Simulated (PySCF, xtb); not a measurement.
trans-(1R,2R)-2-methoxycyclopropan-1-ol (C₄H₈O₂), SMILES CO[C@@H]1C[C@H]1O.

GFN2-xTB run with xtb at its own geometry gives an orbital gap of 9.01 eV and a dipole moment of 2.43 D.

Geometry: B3LYP-D3(BJ)/def2-SVP. One conformer was computed; it need not be the lowest.

### Question
What does PBE0/def2-TZVP in PySCF give? (Estimate from the structure and the level; the computed values follow.)

### Answer
gap 8.31 eV (levels -7.10 and 1.21 eV), dipole 1.90 D.
